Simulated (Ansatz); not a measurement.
Program: Ansatz. Geometries: PBE0-D4/def2-TZVP. ΔE: electronic, gas phase. CBS: MP2 limit from def2 TZ/QZ plus the TZ coupled-cluster correction, frozen cores. This one scheme is used for every species. Functionals use def2-TZVPP. B3LYP here is the variant with VWN-RPA as its local correlation; programs differ in this. HSE06 is defined as in plane-wave codes. Elements past krypton have def2 core potentials. For Ga, Sb outer-core shells are correlated without core-valence functions, which leaves a few kJ/mol of doubt a bond. Scalar relativity is left out up to krypton. One conformer a species, not always the lowest.

`[SiH3][GaH][O][SbH2]` + NH₃ → `[NH2][GaH][SiH3]` + `[OH][SbH2]`  (ligand exchange at a Ga–O bond)

| level | ΔE (kJ/mol) | difference from CCSD(T)/CBS |
| --- | --- | --- |
| LDA (SPW92) | 19.1 | -8.8 |
| PBE-D4 | 26.7 | -1.2 |
| revPBE-D4 | 28.0 | 0.1 |
| BLYP-D4 | 32.5 | 4.6 |
| r2SCAN-D4 | 26.8 | -1.1 |
| PBE0-D4 | 26.5 | -1.4 |
| B3LYP-D4 | 31.6 | 3.7 |
| r2SCAN0-D4 | 26.4 | -1.5 |
| HSE06-D4 | 26.5 | -1.4 |
| BHLYP-D4 | 35.0 | 7.1 |
| CAM-B3LYP-D4 | 27.7 | -0.2 |
| ωB97X-V | 27.2 | -0.7 |
| ωB97M-V | 27.2 | -0.7 |
| B2PLYP | 27.2 | -0.7 |
| PBE-QIDH | 27.0 | -0.9 |
| PBE | 20.4 | -7.5 |
| revPBE | 18.8 | -9.1 |
| r2SCAN | 25.1 | -2.8 |
| PBE0 | 20.6 | -7.3 |
| B3LYP | 21.3 | -6.6 |
| r2SCANh | 24.8 | -3.1 |
| HSE06 | 20.7 | -7.2 |
| BHLYP | 23.1 | -4.8 |
| CAM-B3LYP | 21.1 | -6.8 |
| LC-ωPBE | 19.4 | -8.5 |
| RPA@PBE/def2-TZVPP | 29.7 | 1.8 |
| HF/def2-SVP | 32.7 | 4.8 |
| MP2/def2-SVP | 37.2 | 9.3 |
| CCSD/def2-SVP | 34.0 | 6.1 |
| CCSD(T)/def2-SVP | 35.5 | 7.6 |
| HF/def2-TZVPP | 26.5 | -1.4 |
| MP2/def2-TZVPP | 32.3 | 4.4 |
| SCS-MP2/def2-TZVPP | 31.8 | 3.9 |
| CCSD/def2-TZVPP | 28.3 | 0.4 |
| CCSD(T)/def2-TZVPP | 30.4 | 2.5 |
| HF/def2-QZVPP | 26.6 | -1.3 |
| MP2/def2-QZVPP | 30.8 | 2.9 |
| SCS-MP2/def2-QZVPP | 30.2 | 2.3 |
| HF/CBS(def2) | 26.6 | -1.3 |
| MP2/CBS(def2) | 29.7 | 1.8 |
| CCSD(T)/CBS | 27.9 | 0 |

Largest T1 diagnostic among the species: 0.016.

At CCSD(T), def2-SVP lies +7.6 kJ/mol from the extrapolated value and def2-TZVPP +2.5 kJ/mol. In def2-TZVPP, CCSD(T) changes the Hartree–Fock value by +3.9 kJ/mol (the triples alone add +2.1 kJ/mol) and MP2 by +5.7 kJ/mol.

CCSD(T)/CBS has its own doubt, a few kJ/mol and more with outer-core shells, so smaller differences from it don't rank the levels.
